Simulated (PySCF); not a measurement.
B(Me)2(NHMe), SMILES CNB(C)C, singlet, GFN2-xTB optimised geometry.

```
15

B     -0.06     0.55     0.00
C     -0.86     1.92     0.00
H     -1.94     1.79    -0.03
H     -0.59     2.54    -0.85
H     -0.63     2.51     0.89
C      1.53     0.55     0.00
H      1.94     0.01     0.85
H      1.94     1.55     0.03
H      1.93     0.07    -0.89
N     -0.77    -0.64     0.00
C     -0.27    -2.00     0.00
H     -1.78    -0.61     0.00
H      0.81    -1.98     0.00
H     -0.62    -2.53    -0.89
H     -0.62    -2.54     0.88
```

Density from CAM-B3LYP/def2-TZVP (PySCF) at that geometry.

Minimum of the electron density along straight lines between bonded atoms, close to the bond critical point (lines longer than 1.1 times the sum of covalent radii, or with two minima, are not listed):

```tsv
bond	length / Å	ρ at the minimum / e bohr⁻³	∇²ρ there / e bohr⁻⁵	position (fraction from the first atom)
B1–C2	1.590	0.182	-0.32	0.33
C2–H3	1.088	0.275	-0.92	0.63
C2–H4	1.088	0.273	-0.91	0.64
C2–H5	1.089	0.273	-0.91	0.64
B1–C6	1.592	0.181	-0.32	0.33
C6–H7	1.089	0.273	-0.91	0.63
C6–H8	1.087	0.277	-0.94	0.64
C6–H9	1.089	0.272	-0.91	0.63
B1–N10	1.385	0.218	0.64	0.33
N10–C11	1.445	0.274	-0.75	0.60
N10–H12	1.011	0.341	-1.67	0.73
C11–H13	1.086	0.286	-1.02	0.65
C11–H14	1.094	0.281	-0.98	0.64
C11–H15	1.094	0.281	-0.98	0.64
```
